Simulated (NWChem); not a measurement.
System: C₃H₅FO; SMILES C[C@H](F)C=O

Excerpt of the output:

```
             Northwest Computational Chemistry Package (NWChem) 7.3.0
             --------------------------------------------------------

                             Geometry "geometry" -> ""
                             -------------------------

 Output coordinates in angstroms (scale by  1.889725989 to convert to a.u.)

  No.       Tag          Charge          X              Y              Z
 ---- ---------------- ---------- -------------- -------------- --------------
    1 C                    6.0000     1.39525800     0.67380800     0.10752800
    2 C                    6.0000    -0.03608600     0.43468500    -0.30444100
    3 F                    9.0000    -0.86503900     1.42111800     0.17798900
    4 C                    6.0000    -0.57468500    -0.90151100     0.17110800
    5 O                    8.0000     0.05548600    -1.92140400     0.14332600
    6 H                    1.0000     2.01140800    -0.17356400    -0.22385600
    7 H                    1.0000     1.46748100     0.74954100     1.20243800
    8 H                    1.0000     1.78005300     1.60129100    -0.33768500
    9 H                    1.0000    -0.12427000     0.43198800    -1.40933800
   10 H                    1.0000    -1.63346400    -0.85277800     0.53719600

 Effective nuclear repulsion energy (a.u.)     175.4876875591

  xc_inp: hfexch multiplicative factor not found.
                              NWChem Property Module
                              ----------------------

                                 NWChem DFT Module
                                 -----------------

 Summary of "ao basis" -> "ao basis" (spherical)
 ------------------------------------------------------------------------------
       Tag                 Description            Shells   Functions and Types
 ---------------- ------------------------------  ------  ---------------------
 C                         def2-svpd                 8       20   4s2p2d
 F                         def2-svpd                 9       23   4s3p2d
 O                         def2-svpd                 9       23   4s3p2d
 H                         def2-svpd                 4        8   2s2p

            General Information
            -------------------
          SCF calculation type: DFT
          Wavefunction type:  closed shell.
          No. of atoms     :    10
          No. of electrons :    40
           Alpha electrons :    20
            Beta electrons :    20
          Charge           :     0
          Spin multiplicity:     1
          Use of symmetry is: off; symmetry adaption is: off
          Maximum number of iterations: 150
          AO basis - number of functions:   146
                     number of shells:    62
          Convergence on energy requested:  1.00D-06
          Convergence on density requested:  1.00D-05
          Convergence on gradient requested:  5.00D-04

              XC Information
              --------------
                     Hartree-Fock (Exact) Exchange  1.000

      Superposition of Atomic Density Guess
      -------------------------------------

 Sum of atomic energies:        -289.36307753

      Non-variational initial energy
      ------------------------------

 Total energy =    -291.814541
 1-e energy   =    -743.883574
 2-e energy   =     276.581345
 HOMO         =      -0.310060
 LUMO         =      -0.037178

   convergence    iter        energy       DeltaE   RMS-Dens  Diis-err
 ---------------- ----- ----------------- --------- --------- ---------
 d= 0,ls=0.0,diis     1   -290.4684766754 -4.66D+02  8.03D-03  1.03D+00
 d= 0,ls=0.0,diis     2   -290.5407697607 -7.23D-02  4.05D-03  5.79D-01
 d= 0,ls=0.0,diis     3   -290.5932930158 -5.25D-02  9.79D-04  1.00D-02
 d= 0,ls=0.0,diis     4   -290.5952183950 -1.93D-03  3.53D-04  1.38D-03
 d= 0,ls=0.0,diis     5   -290.5954419581 -2.24D-04  1.54D-04  1.55D-04
  Resetting Diis
 d= 0,ls=0.0,diis     6   -290.5954886288 -4.67D-05  9.19D-05  3.99D-05
 d= 0,ls=0.0,diis     7   -290.5955008297 -1.22D-05  1.77D-05  4.01D-06
 d= 0,ls=0.0,diis     8   -290.5955017408 -9.11D-07  7.22D-06  9.27D-07

         Total DFT energy =     -290.595501740831
      One electron energy =     -746.740721245386
           Coulomb energy =      316.227421768624
    Exchange-Corr. energy =      -35.569889823218
 Nuclear repulsion energy =      175.487687559148

 Numeric. integr. density =        0.000000000000

                       DFT Final Molecular Orbital Analysis
                       ------------------------------------

 Vector   18  Occ=2.000000D+00  E=-5.514394D-01
              MO Center=  8.0D-01, -4.1D-02,  1.2D-01, r^2= 3.4D+00
   Bfn.  Coefficient  Atom+Function         Bfn.  Coefficient  Atom+Function
  ----- ------------  ---------------      ----- ------------  ---------------
   123      0.277899   8 H  s                88      0.249857   5 O  px
     7     -0.236454   1 C  pz                6      0.223753   1 C  py
   115     -0.211611   7 H  s                90      0.178945   5 O  pz
    91      0.178183   5 O  px               70      0.145687   4 C  pz
    93      0.137185   5 O  pz               69      0.132922   4 C  py

[...]

 DFT Linear Response polarizability / au
 Frequency  =       0.0000000 / au
              X              Y              Z
 -----------------------------------------------
 X      39.8868458     -0.5022152     -1.0342667
 Y      -0.5022069     41.9103236     -0.5926669
 Z      -1.0342557     -0.5926935     33.2322693
 -----------------------------------------------
 Eigenvalues =      39.9613525     42.0422191     33.0258671
 Isotropic   =      38.3431462
 Anisotropic =       8.1769667
 -----------------------------------------------

 Magnetic Dipole Response Matrix (nonzero elements):

 Exiting AOResponse driver routine
```

Level: Hartree-Fock/def2-SVPD. Geometry: optimised at PBE0/def2-SVP.

Question: Write an input that gives this output.

Answer: One answer among several that fit: the input that was run:
```
start job
memory heap 200 mb stack 900 mb global 1100 mb
geometry units angstroms noautosym nocenter noautoz
  C      1.395258     0.673808     0.107528
  C     -0.036086     0.434685    -0.304441
  F     -0.865039     1.421118     0.177989
  C     -0.574685    -0.901511     0.171108
  O      0.055486    -1.921404     0.143326
  H      2.011408    -0.173564    -0.223856
  H      1.467481     0.749541     1.202438
  H      1.780053     1.601291    -0.337685
  H     -0.124270     0.431988    -1.409338
  H     -1.633464    -0.852778     0.537196
end
basis spherical
  * library def2-svpd
end
dft
  xc hfexch
  iterations 150
end
property
  response 1 0.0
end
task dft property
```
